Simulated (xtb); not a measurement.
C5H6Se, SMILES C#C[C@H]1C[C@H]1[SeH]. All values are semi-empirical tight-binding results from xtb (GFN2-xTB unless named), good for trends rather than for accurate numbers. The structure is a stationary point at GFN2-xTB. The structure was generated by enumeration; whether it is a known compound was not checked. Other conformers were not sampled.

Question: Estimate the properties. (Estimate from the structure and the level; the computed values follow.)

Answer: 
```
Quantity                                        Result
---------------------------------------  -------------
orbital gap                                    3.88 eV
zero-point energy                        53.5 kcal/mol
G − E(el) at 298.15 K (modified RRHO)    33.2 kcal/mol
static polarisability (D4 model)            78.8 bohr³
solvation energy, GFN2-xTB/ALPB(water)   -2.3 kcal/mol
solvation energy, GFN2-xTB/ALPB(hexane)  -5.2 kcal/mol
```
